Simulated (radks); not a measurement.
The numbers below are computed, except where a source is named.
Q: Species: Fe10+. Configuration: [Ne] 3s2 3p4. Code: a radial shooting solver on a logarithmic mesh with Libxc functionals. Model: scalar-relativistic Kohn-Sham, PBE, spin-polarised, spherical densities, point nucleus; open shells are filled with parallel spins first. Some entries of the table are withheld. Estimate them.

| orbital | occ. | eigenvalue (hartree) | <r> (bohr) |
|---|---|---|---|
| 1s up | 1 | -266.8648 | 0.05846 |
| 1s down | 1 | -266.8160 | 0.05846 |
| 2s up | 1 | -39.70244 | 0.2657 |
| 2s down | 1 | -39.66433 | 0.2656 |
| 2p up | 3 | -35.28556 | 0.2343 |
| 2p down | 3 | -35.22926 | 0.2342 |
| 3s up | 1 | -11.67344 | 0.7229 |
| 3s down | 1 | -11.47761 | 0.7254 |
| 3p up | 3 | -10.35004 | 0.7270 |
| 3p down | 1 | -10.15798 | 0.7300 |
| 3d up | 0 | -8.33397 | (1) |
| 3d down | 0 | -8.16563 | (2) |
| 4s up | 0 | -5.22384 | 1.495 |
| 4s down | 0 | -5.16074 | 1.505 |

A: 
(1) 3d up <r> (bohr): 0.6987
(2) 3d down <r> (bohr): 0.7003
